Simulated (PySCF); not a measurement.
# Ru⁺: ionisation energy

Ru⁺ [Kr] 4d7 (4F) → Ru²⁺ [Kr] 4d6 (5D), as a difference of total energies. Calculation: PySCF 2.14, in aug-cc-pVTZ-DK; scalar relativity by spin-free X2C-1e. Correlated levels: valence: [Kr] frozen. The calculations carry no spin-orbit coupling.

| method | ionisation energy (eV) |
| --- | --- |
| UHF | 14.913 |
| MP2 (valence) | 16.374 |
| SCS-MP2 (valence) | 16.525 |
| CCSD (valence) | 16.284 |
| CCSD(T) (valence) | 16.373 |

Task: How much does correlation contribute at CCSD(T) (valence)?

Result: 16.373 − (14.913) = 1.460 eV, measured against UHF.

A first-order spin-orbit estimate (lowest level to lowest level, LS coupling) adds 0.051 eV.

Errors of the correlated levels include the incompleteness of this basis and the frozen core.

For comparison: 16.76 ± 0.06 eV (semi-empirical (NIST evaluation); NIST Atomic Spectra Database, ionization energies).
